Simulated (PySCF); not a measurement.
**How the method moves the HOMO and LUMO of `BP[SiH2]C(=C)C`**

Species: C3H10BPSi.
Z-matrix (Å and degrees, PBE0-D3(BJ)/def2-SVP geometry), rows numbered from 1:
```
B 
P   1  1.8478
Si  2  2.2512  1  107.88
C   3  1.8752  2  106.33  1    68.90
C   4  1.3410  3  118.84  2  -117.54
C   4  1.5010  3  118.35  2    61.31
H   1  1.2075  2  118.10  3   -43.87
H   1  1.2064  2  120.49  3   143.48
H   2  1.4189  1  107.74  3  -114.26
H   3  1.4960  2  106.13  1  -171.91
H   3  1.4935  2  113.25  1   -52.43
H   5  1.0945  4  122.13  3    -0.58
H   5  1.0972  4  121.39  3   179.37
H   6  1.1007  4  111.65  3  -179.97
H   6  1.1027  4  110.91  3   -59.08
H   6  1.1027  4  111.20  3    59.04
```

Basis pcSseg-1 throughout (PySCF), one geometry. The structure is a single PBE0-D3(BJ)/def2-SVP conformer in the gas phase; no vibrational or solvent corrections.

Task: How do the orbital energies, the gap and the dipole change with the method?

Result: 
```tsv
method	kind	HOMO (eV)	LUMO (eV)	gap (eV)	μ (D)	SCF cycles
BLYP	GGA	-6.03	-2.34	3.70	1.23	15
B97-D	GGA	-6.14	-2.34	3.81	1.19	16
OPBE	GGA	-6.21	-2.40	3.82	1.24	16
PBE	GGA	-6.23	-2.53	3.70	1.24	16
KT3	GGA	-6.24	-2.43	3.81	1.19	15
KT2	GGA	-6.26	-2.52	3.74	1.20	16
BP86	GGA	-6.32	-2.59	3.73	1.24	15
LDA	LDA	-6.35	-2.75	3.60	1.28	15
B3LYP	global hybrid	-6.99	-1.80	5.19	1.16	13
PBE0	global hybrid	-7.23	-1.64	5.59	1.16	13
mPW1PW91	global hybrid	-7.24	-1.63	5.62	1.16	13
HF	Hartree–Fock	-9.37	1.79	11.17	1.11	11
```

The HOMO spans 3.34 eV, from BLYP down to HF, and the gap runs from 3.60 eV (LDA) to 11.17 eV (HF). Over the methods BLYP (0 %), B97-D (0 %), OPBE (0 %), PBE (0 %), KT3 (0 %), KT2 (0 %), BP86 (0 %), LDA (0 %), B3LYP (20 %), PBE0 (25 %), mPW1PW91 (25 %), HF (100 %), a straight line through the gap against the share of exact exchange rises by 0.74 eV for each 10 % (correlation coefficient 1.000). The dipole ranges from 1.11 D (HF) to 1.28 D (LDA). This basis has no diffuse functions.
